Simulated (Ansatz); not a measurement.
## Energy profile

The step: SiNH₄Cl ([NH2][SiH2][Cl]) + H₂O → SiH₃ClO ([OH][SiH2][Cl]) + NH₃ (still joined by a long Si–N bond); bonds formed: Si1–O7, N2–H6; bonds broken: H6–O7; bonds weakened to dative contacts: Si1–N2 (atoms numbered as in the saddle structure below).

Si1  (-0.600, 0.198, -0.516)
N2  (0.031, -0.811, 0.929)
H3  (-0.580, -0.537, -1.801)
H4  (-2.051, 0.129, -0.137)
Cl5  (-0.579, 2.305, -0.479)
H6  (1.112, -0.337, 0.449)
O7  (1.354, 0.256, -0.583)
H8  (-0.326, -0.524, 1.832)
H9  (-0.108, -1.810, 0.831)
H10  (1.746, 1.131, -0.527)
(Å)

Electronic energies by CCSD(T) at an estimated basis limit (MP2 extrapolated from triple and quadruple zeta, plus CCSD(T) − MP2 in triple zeta), on PBE0-D4/def2-TZVP structures; SiNH6ClO, singlet; no counterpoise correction. Computed with Ansatz 0.2.0 (basis: def2-TZVPP and def2-QZVPP); correlated methods freeze the cores. Extrapolation: Hartree–Fock as exp(−7.88 √X), correlation as X^−2.97.

(1) Give the profile in eV, counted from the separated reactants. (An estimate is asked for; the value comes from the calculation.)

The T1 diagnostic stays at or below 0.011.

Results:

(1) By the calculation:
```json
{"point": "separated: SiNH4Cl (linked as [NH2][SiH2][Cl]; Si1, N2, H3, H4, Cl5, H8, H9; singlet) + H2O (H6, O7, H10; singlet)", "eV": "0.000"}
{"point": "start structure", "eV": "-0.236"}
{"point": "saddle", "eV": "1.001"}
{"point": "end structure", "eV": "-0.725"}
```

The step is the kind of ligand exchange by which a precursor binds to a hydroxyl group, or is hydrolysed, in atomic layer deposition of oxides.

For scale, one of the runs: CCSD(T)/def2-TZVPP, 230 basis functions, launched by `ansatz run in.yaml --threads 4 --pin off --events-out ev --progress --plain --max-ram 9574MiB`. Time: 25 s of wall clock on 4 CPU threads of an AMD EPYC 9R45; the host was shared. Peak host memory: 3.9 GiB.
